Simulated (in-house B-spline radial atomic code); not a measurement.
Sb. Computed with a B-spline radial atomic code. Model: non-relativistic spherical atom: semilocal Troullier-Martins pseudo-atom, one channel per l, against all electrons, high spin, G0W0 and RPA with empty states to l = 8, local potential for every l without a channel, a model core (radius 0 = none) keeps its share of the functional.

Without relativity these are model numbers for so heavy an element.

What the tables leave out is listed at the end.

The pseudopotential gives back the lowest level of each angular momentum of its own functional in the configuration it was made in; a second state of the same l is only approximately right. Exact exchange, RPA and GW see the smooth pseudo-orbitals and miss the exchange with the core, for which the functional's share stands in. The column with an uncorrelated core keeps all orbitals and exact exchange, and so separates missing core correlation from pseudisation. Only the three outermost levels and the lowest empty one were computed. RPA here is direct RPA, with no exchange kernel, and its energies carry an (l + 1/2)⁻⁴ tail. A hybrid on a potential with a model core restores only its own semilocal share of the core's exchange.

Command:
```bash
python run_psgw.py task.json out
```
Settings (lengths in bohr, energies in hartree):
```
Z                      51
electrons              51
configuration          [Kr] 4d10 5s2 5p3
generated_in           [Kr] 4d10 5s2 5p3
functional             pbe,pbe
core_shells            7
radius_factor          1.3
core_correction        True
```

Cost of the run: 52 s on 1 thread of Arm Neoverse N1, with other jobs on the host.

Given: made with PBE; model core radius 0.534 bohr; local radius 1.246 bohr; mean-field start PBE.

Valence shells of the generating configuration: 4p, 4d, 5s, 5p.

Channel: s 2.567, p 1.013, d 1.095 (radii in bohr).

Computed: largest level miss in the spin-unpolarised generating configuration 0.097 eV; valence RPA correlation energy pseudo -1.4085 hartree; all-electron RPA polarisability, core included 39.804 bohr³; pseudo-atom RPA polarisability 38.704 bohr³.

```tsv
level	occupied	mean-field all-electron (eV)	mean-field pseudo minus all (eV)	G0W0 all-electron (eV)	G0W0 uncorrelated core minus all (eV)	G0W0 pseudo minus all (eV)	exchange self-energy all-electron (eV)	exchange self-energy pseudo (eV)
5p up	1	-5.5335	-0.102	-8.9157	0.013	-0.024	-14.638	-13.831
5p down (empty)	0	-3.6126	-0.098	-1.359	0.014	0.059	-4.1799	-3.2966
```

(1) What is the valence RPA correlation energy all-electron orbitals?

Given: mean-field start PBE0.

Computed: valence RPA correlation energy pseudo -1.349 hartree; all-electron RPA polarisability, core included 33.669 bohr³; pseudo-atom RPA polarisability 33.738 bohr³.

```tsv
level	occupied	mean-field all-electron (eV)	mean-field pseudo minus all (eV)	G0W0 all-electron (eV)	G0W0 uncorrelated core minus all (eV)	G0W0 pseudo minus all (eV)	exchange self-energy all-electron (eV)	exchange self-energy pseudo (eV)
5p up	1	-6.5875	0.027	-9.1906	0.015	0.092	-14.681	-13.727
5s down	1	-11.48	-0.64	-14.215	-0.016	-1.558	-14.529	-16.437
5p down (empty)	0	-2.7105	0.036	-1.1007	0.014	0.109	-3.8437	-2.9882
```

(2) What is the valence RPA correlation energy all-electron orbitals?

## Answers

(1) -1.3028 hartree.

(2) -1.2404 hartree.

Among the listed levels the largest G0W0 shift of the pseudo-atom is -1.56 eV, for 5s down on the PBE0 start, while leaving the core uncorrelated moves that level by -0.02 eV. So pseudisation and the lost core exchange, not the missing core correlation, make the error. Not in the tables (levels of low weight, unsolved or above zero; the highest and the empty levels are kept at any weight): on PBE the G0W0 levels 5s down (pseudo minus all -1.12 eV, weights 0.64 and 0.76), 5s up (pseudo minus all -1.31 eV, weights 0.07 and 0.07); on PBE0 the G0W0 levels 5s up (pseudo minus all +0.91 eV, weights 0.03 and 0.08); no Hartree-Fock pseudo-atom is run with a model core.
